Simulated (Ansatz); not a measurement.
Cost and result up the ladder for (HCd-mu-OH)2 (Cd₂O₂H₄) (8 atoms). Charge 0, multiplicity 1. Geometry: B3LYP-D4/def2-SVP.

```xyz
8

Cd    0.4241   -0.4089    1.6135
H     0.8347   -0.8059    3.1833
O    -0.5328    1.1194    0.4234
Cd   -0.4234    0.4091   -1.6137
H    -0.8357    0.8054   -3.1832
O     0.5336   -1.1189   -0.4235
H    -0.9252    1.9416    0.7349
H     0.9248   -1.9418   -0.7348
```

Ansatz on 4 threads of Intel Xeon on a shared host. Times are rough, and most runs start from the orbitals of an earlier one. ωB97M-V/def2-TZVP serves as the yardstick here, not as an exact answer. Differences are given only for rows in sets of like size (and for xTB, whose basis is part of the method), since another set adds its own error. Binding counts from free atoms at the same level (Cd singlet, H doublet, O triplet; other spins of the atoms weren't run), without zero-point energy or a counterpoise term.

In the def2 sets Cd takes a core potential; there is no spin–orbit coupling. HSE06 is defined as in plane-wave codes, on full-range PBE exchange. Correlated methods freeze 2 core orbitals; core or outer-core shells of Cd are correlated, in sets that lack core-valence functions.

Correlated methods converge slowly with the basis.

```tsv
level	functions	wall time	binding energy per atom (eV)	difference from ωB97M-V/def2-TZVP (eV)
PBE-D4/def2-SVP	110	3.9 s	2.52	–
PBE-D4/def2-TZVP	166	4.3 s	2.49	-0.05
PBE0-D4/def2-SVP	110	4.5 s	2.46	–
revPBE-D4/def2-TZVP	166	5.5 s	2.40	-0.14
PBE-D4/def2-TZVPD	196	6 s	2.49	-0.04
BLYP-D4/def2-TZVP	166	6 s	2.43	-0.10
BHLYP-D4/def2-TZVP	166	6 s	2.35	-0.18
PBE0-D4/def2-TZVP	166	7 s	2.43	-0.10
r2SCAN-D4/def2-TZVP (with forces)	166	7.5 s	2.52	-0.02
HSE06-D4/def2-TZVP	166	9.6 s	2.43	-0.10
PBE0-D4/def2-TZVPD	196	11 s	2.44	-0.10
B97M-V/def2-TZVP	166	15 s	2.46	-0.07
ωB97M-V/def2-TZVP	166	16 s	2.53	0.00
CCSD(T)/def2-TZVP	166	3.6 min	2.40	-0.14
```
